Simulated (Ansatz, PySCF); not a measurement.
Gas-phase reaction in SMILES: NC1CC1 + 4 [H][H] (H2) → 3 C (CH4) + N (NH3)
Each molecule is optimised on its own at B3LYP-D3(BJ)/def2-TZVP (Ansatz, a quantum-chemistry and plane-wave program), one conformer each, not searched for the lowest.

Property: energy of full hydrogenation (enthalpy at 298 K, with B3LYP-D3(BJ) rigid-rotor harmonic-oscillator terms from PySCF), in kJ/mol. Correlated levels leave the core frozen unless marked. No spin-orbit coupling. No relativistic terms. CBS marks a two-point X^-3 extrapolation of the correlation energy; Hartree-Fock from the larger set. The bracket is a focal-point correction in the basis named.

RI-MP2/CBS(aug-cc-pVTZ,aug-cc-pVQZ)+[CCSD(T)-MP2]/aug-cc-pVTZ (Ansatz) gives -345.7 kJ/mol.

Problem. Another calculation gave -345.6 kJ/mol. Which level was it?
(A) SVWN5/def2-TZVPD (Ansatz)
(B) B3LYP/def2-TZVPD (Ansatz)
(C) HF/def2-TZVPD (PySCF)
(D) PBE-QIDH/def2-TZVPD (Ansatz)

Solution. D, PBE-QIDH/def2-TZVPD (Ansatz). The others give -362.6 (B3LYP), -393.9 (HF), -331.0 (SVWN5) kJ/mol.
